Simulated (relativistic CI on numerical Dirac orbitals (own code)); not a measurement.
# Radial parameters of Sc11+

These numbers are calculated, not measured: Dirac-Coulomb-Breit CI, orbitals from a KLI potential per configuration, model QED (radiative potential, 1s self-energy scaled to tabulated hydrogen-like ionisation energies), unscaled Slater integrals (own radial code, finite nucleus).

Slater integrals F^k, G^k are unscaled and averaged over j, outside the closed core 1s2; ζ comes from projecting the Hamiltonian with its Breit term on Σ l·s of the shell.

- 2s2 2p5 3s: ζ(2p) = 24985, G^1(2p,3s) = 28876 cm⁻¹; <r>(2p) = 0.2945, <r^2>(2p) = 0.1062, <r>(3s) = 0.8708, <r^2>(3s) = 0.8607 (bohr units).
- 2s2 2p5 3p: ζ(2p) = 24972, F^2(2p,3p) = 71153, G^0(2p,3p) = 28808, G^2(2p,3p) = 30806, ζ(3p) = 5022.1 cm⁻¹; <r>(2p) = 0.2949, <r^2>(2p) = 0.1064, <r>(3p) = 0.8701, <r^2>(3p) = 0.8702 (bohr units).
- 2s2 2p5 3d: ζ(2p) = 25043, F^2(2p,3d) = 84180, G^1(2p,3d) = 72763, G^3(2p,3d) = 41705, ζ(3d) = 342.28 cm⁻¹; <r>(2p) = 0.2948, <r^2>(2p) = 0.1064, <r>(3d) = 0.8081, <r^2>(3d) = 0.7561 (bohr units).

Averages of the first 10 configurations, taken without configuration mixing, which lowers the lowest level and can move excited configurations by several eV; other configurations of the list can lie among them:

```tsv
Configuration	Parity	States	Average energy above the lowest level (eV)
2s2 2p6	even	1	0.2
2s2 2p5 3s	odd	12	402.6
2s2 2p5 3p	even	36	426.8
2s2 2p5 3d	odd	60	458.3
2s 2p6 3s	even	4	499.3
2s 2p6 3p	odd	12	522.5
2s2 2p5 4s	odd	12	538.2
2s 2p6 3d	even	20	553.8
2s2 2p5 4p	even	36	547.7
2s2 2p5 4d	odd	60	559.2
```
